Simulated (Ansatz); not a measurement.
The cluster Ta₅Si₃⁺ (the lowest singlet isomer of a short search) was relaxed with PBE-D4 (def2-SVP) in Ansatz in these states: charge +1 quintet, charge +1 singlet, charge +1 triplet. The geometries follow in no particular order.

In the def2 sets Ta takes a core potential; there is no spin–orbit coupling.

A:

```
atom   x (Å)   y (Å)   z (Å)
 Ta1   0.270  -0.666  -1.622
 Ta2  -1.608   1.181  -1.099
 Ta3  -0.035   0.999   1.005
 Ta4   2.256   0.303  -0.096
 Ta5   0.835   1.972  -1.490
 Si6  -0.901  -1.231   2.393
 Si7  -1.633  -1.000   0.135
 Si8   0.818  -1.556   0.773
```

B:

```xyz
8

Ta   -1.033    1.124   -0.931
Ta    1.397    0.701   -1.678
Ta    0.729   -1.198    0.149
Ta   -1.970   -1.158   -0.187
Ta   -0.328   -1.215   -2.254
Si    1.142    0.013    2.592
Si    1.036    1.422    0.708
Si   -0.973    0.310    1.600
```

C:

| atom | x (Å) | y (Å) | z (Å) |
| --- | --- | --- | --- |
| Ta1 | -1.143 | 0.384 | -1.364 |
| Ta2 | -0.349 | -2.047 | -0.954 |
| Ta3 | 0.464 | -0.572 | 1.232 |
| Ta4 | -1.630 | 1.228 | 1.034 |
| Ta5 | -2.022 | -1.266 | 0.789 |
| Si6 | 2.670 | 0.741 | 0.488 |
| Si7 | 1.409 | -0.266 | -1.245 |
| Si8 | 0.601 | 1.799 | 0.021 |

Problem. Judge from the bond lengths which geometry belongs to which state (an estimate).

Solution. A is the charge +1 quintet (Ta3–Ta5 2.816 Å, Ta1–Ta5 2.701 Å, Ta3–Ta4 2.635 Å); B is the charge +1 triplet (Ta3–Ta5 2.625 Å, Ta1–Ta5 2.778 Å, Ta3–Ta4 2.720 Å); C is the charge +1 singlet (Ta3–Ta5 2.619 Å, Ta1–Ta5 2.852 Å, Ta3–Ta4 2.768 Å).

The restricted singlet is unstable towards broken spin symmetry in Hartree–Fock (as tested in another run); at PBE-D4/def2-SVP this wasn't settled. At PBE0-D4/def2-TZVP a singlet lies 0.61 eV below the charge +1 quintet. These are the stationary points nearest to one start from a short search; other shapes may lie lower in each state.
